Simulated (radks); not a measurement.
Values are calculated unless marked as measured or tabulated.
Question: Ar III, 16 electrons, occupied as [Ne] 3s2 3p4 (the NIST ground configuration). Level of theory: scalar-relativistic Kohn-Sham, PBE, spin-polarised, spherical densities, finite nucleus; open shells are filled with parallel spins first; Fermi nuclear charge, rms radius 3.4274 fm (a radial shooting solver on a logarithmic mesh with Libxc functionals). Some entries of the table are withheld. Estimate them.

orbital  occ.  eigenvalue (eV)  <1/r> (bohr^-1)  <r> (bohr)
1s up       1        -3151.272            17.69     0.08573
1s down     1        -3150.818            17.70     0.08572
2s up       1        -327.0589            3.556      0.4138
2s down     1        -326.6555            3.555      0.4136
2p up       3        -260.1404            3.457      0.3762
2p down     3        -259.5602            3.456      0.3761
3s up       1         -51.6607            1.046         (1)
3s down     1         -49.0309            1.042         (2)
3p up       3         -36.4684           0.9298       1.458
3p down     1         -33.9825           0.9201       1.479

Answer: 
(1) 3s up <r> (bohr): 1.326
(2) 3s down <r> (bohr): 1.334
